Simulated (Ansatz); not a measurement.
MgBr₂, 3 atoms. Hardware: 4 threads of Arm Neoverse V2 on a shared host.

The 6-31G sets use Cartesian d functions. Correlated methods freeze 19 core orbitals; core or outer-core shells of Mg, Br are correlated, in sets that lack core-valence functions.

Problem. How many basis functions does each of these Ansatz runs have, and roughly what does it cost? B3LYP-D4/6-31G, charge 0 singlet, energy; RPA@PBE/def2-TZVP, charge 0 singlet, energy, from earlier orbitals; PBE-D4/def2-TZVP, charge 0 singlet, energy, from earlier orbitals; BHLYP-D4/def2-TZVP, charge 0 singlet, energy, from earlier orbitals; r2SCAN-D4/def2-TZVP, charge 0 triplet at the geometry of the charge 0 singlet, energy, from earlier orbitals; CCSD(T)/def2-TZVPP, charge 0 singlet, energy, from earlier orbitals; r2SCAN0-D4/def2-TZVP, charge 0 singlet, energy and forces, from earlier orbitals; r2SCAN-D4/def2-TZVP, charge 0 singlet, energy, from earlier orbitals; PBE-D4/def2-TZVP, charge 0 triplet at the geometry of the charge 0 singlet, energy, from earlier orbitals; ωB97M-V/def2-TZVP, charge 0 singlet, energy, from earlier orbitals; r2SCAN-D4/def2-TZVP, charge 0 singlet, relaxation, 2 steps; PBE0-D4/def2-TZVP, charge 0 singlet, energy, from earlier orbitals.

Solution. Other jobs shared the machine, so times can vary by a factor of up to 3. A dash marks memory too small to be measured apart from the calling script's.

```
                                                                                                         run  functions  fitting or Cholesky vectors  wall time  peak host memory (GiB)
                                                                    B3LYP-D4/6-31G, charge 0 singlet, energy         71                          656     0.76 s                       –
                                           PBE-D4/def2-TZVP, charge 0 singlet, energy, from earlier orbitals        128                         1040     0.96 s                       –
                                          RPA@PBE/def2-TZVP, charge 0 singlet, energy, from earlier orbitals        128                          932      1.7 s                       –
                                         BHLYP-D4/def2-TZVP, charge 0 singlet, energy, from earlier orbitals        128                          932      1.7 s                       –
                                        r2SCAN-D4/def2-TZVP, charge 0 singlet, energy, from earlier orbitals        128                         1040        2 s                       –
                                          PBE0-D4/def2-TZVP, charge 0 singlet, energy, from earlier orbitals        128                         1114      2.1 s                       –
                                                  r2SCAN-D4/def2-TZVP, charge 0 singlet, relaxation, 2 steps        128                         1040      3.1 s                       –
                            r2SCAN0-D4/def2-TZVP, charge 0 singlet, energy and forces, from earlier orbitals        128                         1114      3.1 s                       –
                                          ωB97M-V/def2-TZVP, charge 0 singlet, energy, from earlier orbitals        128                         1104      4.2 s                       –
                                         CCSD(T)/def2-TZVPP, charge 0 singlet, energy, from earlier orbitals        128                          932      6.5 s                       –
   PBE-D4/def2-TZVP, charge 0 triplet at the geometry of the charge 0 singlet, energy, from earlier orbitals        128                         1040        8 s                       –
r2SCAN-D4/def2-TZVP, charge 0 triplet at the geometry of the charge 0 singlet, energy, from earlier orbitals        128                         1040       23 s                       –
```
